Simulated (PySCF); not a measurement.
## First hyperpolarisability: `InChI=1S/C9H4/c1-4-7-8-9(5-2)6-3/h1-3,7H`

Geometry:
```
atom   x (Å)   y (Å)   z (Å)
  C1   3.651   0.169  -0.031
  C2   2.644  -0.039  -0.673
  C3   1.481  -0.291  -1.457
  C4   0.250  -0.183  -1.013
  C5  -0.999  -0.077  -0.576
  C6  -1.666  -1.204   0.012
  C7  -2.245  -2.144   0.511
  C8  -1.711   1.164  -0.682
  C9  -2.328   2.204  -0.762
 H10   4.539   0.355   0.545
 H11   1.635  -0.595  -2.503
 H12  -2.753  -2.981   0.952
 H13  -2.869   3.129  -0.837
```

Theory: quadratic response CAM-B3LYP/aug-cc-pVDZ first hyperpolarisability, Taylor convention, gas phase (PySCF). Geometry: PBE0-D3(BJ)/def2-SVP.

Q: Give β for the processes computed.

A: In au, Taylor convention; the vector part is βᵢ = ⅓ Σⱼ (βᵢⱼⱼ + βⱼᵢⱼ + βⱼⱼᵢ); β∥ is 3/5 of the vector part along the dipole, the dipole points from − to +:
| process | λ (nm) | β vector norm | β∥ | β HRS | depolarisation ratio |
| --- | --- | --- | --- | --- | --- |
| static β(0;0,0) | ∞ | 89.1 | -49.4 | 43.5 | 3.31 |
| second harmonic β(−2ω;ω,ω) | 1907 | 99.7 | -55.8 | 48.2 | 3.39 |
| Pockels β(−ω;ω,0) | 1907 | 92.5 | -51.5 | – | – |
| second harmonic β(−2ω;ω,ω) | 1064 | 130.5 | -74.2 | 61.9 | 3.58 |
| Pockels β(−ω;ω,0) | 1064 | 100.5 | -56.3 | – | – |

Q: Which lowest excitations, dipole and polarisabilities go with it?

A: S1 4.64 eV (f = 0.000); S2 4.78 eV (f = 0.000); S3 5.20 eV (f = 0.532); dipole 0.39 D; isotropic α 117.6 au static, 118.3 au at 1907 nm, 119.9 au at 1064 nm, 120.5 au at 953.5 nm, 127.8 au at 532 nm.
